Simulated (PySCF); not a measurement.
Ionisation energy of Nd²⁺ by level of theory

Nd²⁺ [Xe] 4f4 [4f5/2^4, M_J = 4] → Nd³⁺ [Xe] 4f3 [4f5/2^3, M_J = 9/2], as a difference of total energies. Calculation: PySCF 2.14, in x2c-QZVPPall-2c (16s16p12d6f4g1h, 213 functions); the two-component X2C-1e Hamiltonian. Correlated levels: [Ar] 3d10 frozen; the 40 highest virtual spinors dropped. "Screened" scales the spin-orbit matrix elements by Boettger's factors to mimic the two-electron term; Breit and QED terms are absent.

| method | ionisation energy (eV) | difference from reference (eV) |
| --- | --- | --- |
| GHF (spin-free) | 19.877 | -2.213 |
| GMP2 (spin-free) | 22.038 | -0.052 |
| GHF (screened spin-orbit) | 19.770 | -2.320 |
| GMP2 (screened spin-orbit) | 21.939 | -0.151 |

Reference: 22.09 ± 0.04 eV (semi-empirical (NIST evaluation); NIST Atomic Spectra Database, ionization energies).

The spin-free rows relax to the high-spin LS determinant and lack the spin-orbit shift.

The labels give the starting determinants; with spin-orbit coupling the two ends relaxed to ⟨J²⟩ = 23.43, ⟨L²⟩ = 41.89, ⟨S²⟩ = 6.00 and ⟨J²⟩ = 26.78, ⟨L²⟩ = 41.72, ⟨S²⟩ = 3.72.

The determinant of Nd²⁺ and of Nd³⁺ mixes levels of different J (the jj label is only the starting occupation), so the difference between spin-free and spin-orbit rows is not the physical spin-orbit shift.
